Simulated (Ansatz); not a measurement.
Geometry optimisation, RKS PBE/def2-SVP (Ansatz 0.2.0).

Input file:

```yaml
crystal:
  periodic: [false, false, false]
  atoms:
    - { symbol: B, position_ang: [0.0, 0.0, 0.0] }
    - { symbol: O, position_ang: [0.0, 0.0, 1.41] }
    - { symbol: H, position_ang: [-0.9095, -0.2814, 1.7471] }
    - { symbol: Cl, position_ang: [1.6108, 0.0, -0.93] }
    - { symbol: F, position_ang: [-1.1431, 0.0, -0.66] }
basis:
  gaussian: { orbitals: def2-SVP }
hamiltonian:
  xc: pbe
relax:
  f_tol: 0.02
  max_steps: 40
output:
  orbitals: {}
```

Run as:

```bash
$ ansatz run input.yaml --threads 1 --pin off --max-ram 2048MiB --backend cpu --events-out ev --progress --plain --runs-dir out
```

Task: Where does it end, and by what steps?

Result: The forces met the threshold. After 6 steps the energy has fallen by 0.231 eV; O2 moved furthest, 0.13 Å.

```csv
step,energy less start (eV),largest force component (eV/Å),accepted
0,0.0000,1.642,yes
1,-0.1702,1.250,yes
2,-0.2110,0.958,yes
3,-0.2308,0.174,yes
4,-0.2311,0.130,yes
5,-0.2314,0.035,yes
6,-0.2315,0.002,yes
```

```xyz
5
Properties=species:S:1:pos:R:3
B 0.012 -0.036 0.013
O 0.022 -0.118 1.364
H -0.881 -0.160 1.731
Cl 1.539 0.052 -0.863
F -1.135 -0.020 -0.679
```

Run time: 15 s on 1 thread of Arm Neoverse V1 (shared host), peak memory 0.14 GiB.
